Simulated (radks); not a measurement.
Spherical quantum dot in the effective-mass picture: electrons in a parabolic well V = omega^2 r^2 / 2 with omega = 0.442, all in effective atomic units (hartree* = m*/eps^2 hartree, bohr* = eps/m* bohr), one dielectric constant everywhere. Method: non-relativistic Kohn-Sham, PBE, spin-polarised, spherical densities; computed with a radial shooting solver with Libxc functionals. Levels are named by radial order and angular momentum (1s, 1p, 1d, 2s, ...), and open shells are averaged over m. Results are scaled to m* = 0.167 and eps = 16.8, for which hartree* = 16.1 meV and bohr* = 5.323 nm.

N = 7, configuration 1s2 1p(up 3, down 2). This is the lowest configuration that the search found. Occupied and some empty levels:

level,occupation,eigenvalue (meV),<r> (nm)
1s up,1,46.723,12.27
1s down,1,47.007,12.18
1p up,3,50.643,15.05
1p down,2,50.979,15.06
1d up,0,55.250,17.14
1d down,0,55.581,17.18
2s up,0,56.648,15.03
2s down,0,56.831,15.07
1f up,0,60.351,18.91
1f down,0,60.656,18.97

Energy (meV): total 224.511, kinetic 35.493, external 87.436, Hartree 132.18, exchange-correlation -30.593.
